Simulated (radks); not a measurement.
The numbers below are computed, except where a source is named.
La III, 55 electrons, occupied as [Xe] 5d1 (the NIST ground configuration).

Code: a radial shooting solver on a logarithmic mesh with Libxc functionals. Model: Dirac Kohn-Sham, PBEsol, spin-unpolarised, spherical densities, finite nucleus; open shells fill j = l - 1/2 first; Fermi nuclear charge, rms radius 4.855 fm.

Energy parts (eV):
| part | energy |
|---|---|
| total | -231112.68 |
| kinetic | 247288.86 |
| electron-nucleus | -561658.57 |
| Hartree | 88706.56 |
| exchange-correlation | -5449.53 |

Orbitals (lengths in bohr, moments of r in powers of bohr):
orbital,occ.,eigenvalue (eV),<1/r>
1s1/2,2,-38710.34,61.99
2s1/2,2,-6170.941,14.58
2p1/2,2,-5821.594,14.57
2p3/2,4,-5408.765,13.25
3s1/2,2,-1329.684,5.250
3p1/2,2,-1182.275,5.164
3p3/2,4,-1101.831,4.835
3d3/2,4,-843.2734,4.699
3d5/2,6,-826.0559,4.615
4s1/2,2,-278.4480,2.172
4p1/2,2,-224.2050,2.068
4p3/2,4,-207.0428,1.961
4d3/2,4,-118.0653,1.742
4d5/2,6,-115.0863,1.715
5s1/2,2,-51.4486,0.8558
5p1/2,2,-36.6437,0.7577
5p3/2,4,-34.0855,0.7206
5d3/2,1,-14.7695,0.5031
5d5/2,0,-14.5230,0.4957

The highest occupied level is 5d3/2 at -14.770 eV. For comparison, the ionisation energy in NIST's Atomic Spectra Database is 19.177 eV (measured). In exact Kohn-Sham theory the highest level is minus the ionisation energy, but local and semilocal functionals leave it too shallow, through self-interaction and a potential that decays too fast; potentials with the right tail come closer. Summed over all electrons, <r^2> = 47.33 bohr^2, which gives a Langevin (diamagnetic) susceptibility term of -37.5 x 10^-6 cm^3/mol.

Beside tabulated values, note that spin-unpolarised runs miss the spin-polarisation part of the exchange energy of open shells.
